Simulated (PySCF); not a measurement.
System: sum formula BN₃H₇, charge 1, multiplicity 1. It need not be the lowest isomer of its formula. 
Geometry from a B3LYP-D3(BJ)/def2-TZVP (Ansatz) optimisation:
```xyz
11

B     -0.1372     0.0158     0.0795
N      1.2407    -0.1031    -0.6886
N     -0.6368    -1.1831     0.5729
N     -0.6751     1.2936     0.1560
H      1.6566     0.8048    -0.8994
H      1.9282    -0.6268    -0.1422
H     -1.5122    -1.2350     1.0698
H     -0.1966    -2.0832     0.4812
H     -1.5533     1.4770     0.6157
H     -0.2651     2.1284    -0.2275
H      1.1265    -0.5960    -1.5777
```
Charge +1, spin multiplicity 1.

Dispersion corrections to the total energy (kcal/mol) from the dftd3 and dftd4 libraries through PySCF: D3(BJ) without and D4 with the three-body term, each with the damping fitted for the functional named.

```
functional      D3(BJ)          D4
----------  ----------  ----------
BLYP             -8.50       -7.27
HF              -33.80      -12.53
CAM-B3LYP        -2.95       -2.62
B2GP-PLYP        -2.13  (withheld)
B2PLYP           -3.06  (withheld)
r2SCAN      (withheld)       -0.79
TPSS             -5.10       -4.33
```

### Question
Complete the blanks.

### Answer

- B2GP-PLYP, D4: -1.31
- B2PLYP, D4: -2.22
- r2SCAN, D3(BJ): -1.15
